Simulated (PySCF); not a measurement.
# Dipole response of Zr (zirconium, neutral)

[Kr] 4d2 5s2, high-spin 3F determinant. Calculation: PySCF 2.14, in aug-cc-pVTZ-PP with one added diffuse shell each of s, p, d, f, g type with ECP28MDF (7s7p6d4f3g, 113 functions); scalar relativity through the core potential. Coupled (time-dependent) response in atomic units; α is the mean over directions.

| method | mean α (bohr³) | C₆ (like pair) | S(−4) |
| --- | --- | --- | --- |
| BP86 | 117.5 | 1626 | 6030 |

S(−4) is the Cauchy moment in α(ω) = α(0) + S(−4) ω² + …

Reference α: 112 ± 13 bohr³ (recommended; Schwerdtfeger and Nagle, table of static dipole polarizabilities (2023 update)). Published C₆: 1360 (Gould and Bucko (2016)).

Spin-orbit coupling is absent.

α(iu) at BP86:

| u (hartree) | α(iu) (bohr³) |
| --- | --- |
| 0 | 117.5 |
| 0.0500 | 104.5 |
| 0.100 | 79.98 |
| 0.200 | 44.38 |
| 0.300 | 27.58 |
| 0.500 | 14.29 |
| 0.750 | 8.393 |
| 1.00 | 5.723 |
| 1.50 | 3.244 |
| 2.00 | 2.097 |
| 3.00 | 1.072 |
| 5.00 | 0.4252 |

Energies and moments cover only the electrons outside the core potential.
